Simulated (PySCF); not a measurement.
## wB97X on Zr (zirconium, neutral)

Configuration: [Kr] 4d1 5s2 6s1, high-spin 3D determinant (an excited configuration). All numbers are calculated (PySCF 2.14, scalar relativity by spin-free X2C-1e, in x2c-TZVPPall with one added diffuse shell each of s, p, d, f type (9s7p7d3f1g, 95 functions)).

```json
{
 "Total energy": "-3598.10 hartree",
 "One-electron energy": "-4955.87 hartree",
 "Hartree (Coulomb) energy": "1472.62 hartree",
 "Exchange-correlation energy": "-114.85 hartree",
 "⟨S²⟩": "2.0110",
 "⟨L²⟩": "6.399",
 "Sum of ⟨r⟩": "37.86 bohr",
 "Sum of ⟨r²⟩": "142.8 bohr²",
 "Traceless quadrupole moment −½Σ⟨3z² − r²⟩ along its main axis": "1.98 e·bohr²",
 "Langevin diamagnetic susceptibility": "-113 ×10⁻⁶ cm³/mol",
 "Time after the integrals": "about 16 core-seconds"
}
```

```csv
shell,electrons,mean orbital energy (eV),spread (eV),"rms radius, mean of both spins (bohr)"
1s α,1,-17860.2,0,0.0426
1s β,1,-17860.2,0,0.0426
2s α,1,-2496.6,0,0.176
2s β,1,-2496.5,0,0.176
2p α,3,-2227.0,0.052,0.156
2p β,3,-2226.9,0.134,0.156
3s α,1,-423.04,0,0.490
3s β,1,-423.00,0,0.490
3p α,3,-334.73,0.157,0.498
3p β,3,-334.68,0.229,0.498
3d α,5,-189.62,0.145,0.497
3d β,5,-189.52,0.310,0.497
4s α,1,-67.311,0,1.29
4s β,1,-66.697,0,1.29
4p α,3,-43.906,0.138,1.45
4p β,3,-43.109,1.126,1.45
4d α,1,-12.921,0,2.16
5s α,1,-10.376,0,3.51
5s β,1,-10.174,0,3.51
6s α,1,-2.310,0,9.64
```

The outer electron is Rydberg-like, and this basis confines it to a smaller radius and binds it less than a complete one would.

Densities and radii are taken from the X2C orbitals without a picture-change correction, which distorts them close to the nucleus.
